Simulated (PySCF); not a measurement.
## Atomic charges against the basis set

Species: C2H8BOP.
Z-matrix (Å and degrees, PBE0-D3(BJ)/def2-SVP geometry), rows numbered from 1:
```
C 
C   1  1.3372
O   2  1.3381  1  123.76
B   3  1.4416  2  119.26  1  -179.81
P   4  1.9807  3  105.30  2  -177.09
H   1  1.0925  2  121.02  3     0.11
H   1  1.0900  2  119.94  3  -180.00
H   2  1.1001  1  120.63  3   179.96
H   4  1.2300  3  117.28  2    71.83
H   4  1.2300  3  117.13  2   -66.48
H   5  1.4164  4  119.53  3   -61.69
H   5  1.4130  4  112.83  3   179.91
H   5  1.4161  4  119.29  3    61.58
```

PBE0 throughout (PySCF), one geometry, spherical d and f functions. Geometry: PBE0-D3(BJ)/def2-SVP, one conformer, isolated molecule. The first 7 of 10 kinds of atom are listed.

Mulliken charges (e):

```json
{"basis": "STO-3G", "functions": "37", "C1": "-0.236", "C2": "+0.018", "O3": "-0.274", "B4": "+0.023", "P5": "+0.464", "H6": "+0.060", "H7": "+0.062"}
{"basis": "6-31G", "functions": "65", "C1": "-0.409", "C2": "+0.163", "O3": "-0.602", "B4": "+0.182", "P5": "+0.214", "H6": "+0.146", "H7": "+0.142"}
{"basis": "pcSseg-0", "functions": "65", "C1": "-0.484", "C2": "+0.111", "O3": "-0.683", "B4": "+0.111", "P5": "-0.176", "H6": "+0.208", "H7": "+0.201"}
{"basis": "6-31G*", "functions": "90", "C1": "-0.473", "C2": "+0.161", "O3": "-0.475", "B4": "+0.090", "P5": "+0.124", "H6": "+0.156", "H7": "+0.158"}
{"basis": "cc-pVDZ", "functions": "114", "C1": "-0.111", "C2": "+0.098", "O3": "-0.234", "B4": "-0.021", "P5": "+0.161", "H6": "+0.024", "H7": "+0.032"}
{"basis": "def2-SVP", "functions": "114", "C1": "-0.146", "C2": "+0.127", "O3": "-0.290", "B4": "+0.017", "P5": "+0.201", "H6": "+0.035", "H7": "+0.036"}
{"basis": "6-311+G(2d,p)", "functions": "191", "C1": "-0.432", "C2": "+0.153", "O3": "-0.401", "B4": "-0.087", "P5": "+0.115", "H6": "+0.103", "H7": "+0.108"}
{"basis": "aug-cc-pVDZ", "functions": "191", "C1": "+0.477", "C2": "+1.187", "O3": "-0.593", "B4": "-0.628", "P5": "-1.106", "H6": "-0.477", "H7": "-0.360"}
{"basis": "def2-TZVP", "functions": "209", "C1": "-0.328", "C2": "+0.055", "O3": "-0.298", "B4": "-0.121", "P5": "+0.069", "H6": "+0.112", "H7": "+0.122"}
{"basis": "IGLO-III", "functions": "264", "C1": "-0.324", "C2": "+0.112", "O3": "-0.423", "B4": "+0.166", "P5": "+0.523", "H6": "+0.089", "H7": "+0.099"}
{"basis": "cc-pVTZ", "functions": "266", "C1": "-0.339", "C2": "+0.079", "O3": "-0.247", "B4": "-0.113", "P5": "+0.173", "H6": "+0.100", "H7": "+0.113"}
```

IAO charges (e):

| basis | functions | C1 | C2 | O3 | B4 | P5 | H6 | H7 |
| --- | --- | --- | --- | --- | --- | --- | --- | --- |
| STO-3G | 37 | -0.364 | -0.015 | -0.271 | -0.225 | +0.545 | +0.119 | +0.122 |
| 6-31G | 65 | -0.406 | +0.054 | -0.406 | -0.196 | +0.430 | +0.149 | +0.149 |
| pcSseg-0 | 65 | -0.399 | +0.061 | -0.394 | -0.201 | +0.386 | +0.144 | +0.144 |
| 6-31G* | 90 | -0.407 | +0.087 | -0.419 | -0.191 | +0.544 | +0.141 | +0.144 |
| cc-pVDZ | 114 | -0.414 | +0.086 | -0.412 | -0.204 | +0.538 | +0.142 | +0.146 |
| def2-SVP | 114 | -0.403 | +0.087 | -0.410 | -0.202 | +0.553 | +0.138 | +0.141 |
| 6-311+G(2d,p) | 191 | -0.425 | +0.083 | -0.428 | -0.211 | +0.566 | +0.149 | +0.153 |
| aug-cc-pVDZ | 191 | -0.425 | +0.083 | -0.426 | -0.206 | +0.539 | +0.148 | +0.154 |
| def2-TZVP | 209 | -0.425 | +0.086 | -0.427 | -0.208 | +0.568 | +0.148 | +0.152 |
| IGLO-III | 264 | -0.426 | +0.084 | -0.428 | -0.209 | +0.568 | +0.149 | +0.154 |
| cc-pVTZ | 266 | -0.424 | +0.086 | -0.425 | -0.205 | +0.553 | +0.147 | +0.152 |

Question: Which scheme is steadiest as the basis changes?

Answer: Largest range over the bases for any column: IAO 0.18 e, Mulliken 1.63 e. IAO charges move least and Mulliken charges most, counted in e. Without the minimal STO-3G basis the ranges are IAO 0.18, Mulliken 1.63 e.

Question: How much do the charges still move between the two largest bases, IGLO-III and cc-pVTZ?

Answer: At most, over all atoms: Mulliken 0.350 e, IAO 0.015 e.

Question: What do the same runs give for the total energy, the frontier levels and the dipole moment?

Answer: 
```csv
basis,energy (Eh),HOMO (eV),LUMO (eV),μ (D)
STO-3G,-515.9444,-2.39,5.45,6.52
6-31G,-521.9567,-5.44,0.53,5.09
pcSseg-0,-521.2456,-5.71,0.34,5.11
6-31G*,-522.0461,-5.47,0.24,4.85
cc-pVDZ,-522.0847,-5.63,0.21,4.91
def2-SVP,-521.8407,-5.70,0.24,4.94
"6-311+G(2d,p)",-522.1431,-5.86,-0.50,4.87
aug-cc-pVDZ,-522.0988,-5.85,-0.61,4.90
def2-TZVP,-522.1597,-5.84,-0.11,4.82
IGLO-III,-522.1646,-5.85,-0.08,4.88
cc-pVTZ,-522.1575,-5.81,-0.04,4.81
```

The dipole is fixed by the density alone, so its range of 1.71 D shows that the density itself changes with the basis, not only its division among atoms.
